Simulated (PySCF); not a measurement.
## Ionisation energy of Zr by level of theory

Zr [Kr] 4d2 5s2 (3F) → Zr⁺ [Kr] 4d2 5s1 (4F), as a difference of total energies. All numbers are calculated (PySCF 2.14, a scalar-relativistic core potential, in aug-cc-pVDZ-PP with ECP28MDF (5s5p4d2f, 54 functions)). Correlated levels: valence: 4s2 4p6 frozen. The calculations carry no spin-orbit coupling.

```csv
method,ionisation energy (eV),error (eV)
UHF,5.219,-1.420
PBE0,6.323,-0.316
M06-L,6.808,+0.169
MP2 (valence),6.080,-0.559
SCS-MP2 (valence),6.252,-0.387
```

Reference: 6.639 eV (measured; NIST levels, between the centres of gravity of the two terms).

Errors of the correlated levels include the incompleteness of this basis and the frozen core.

MP2 underrates the near-degeneracy of ns² with np² in the lower species.
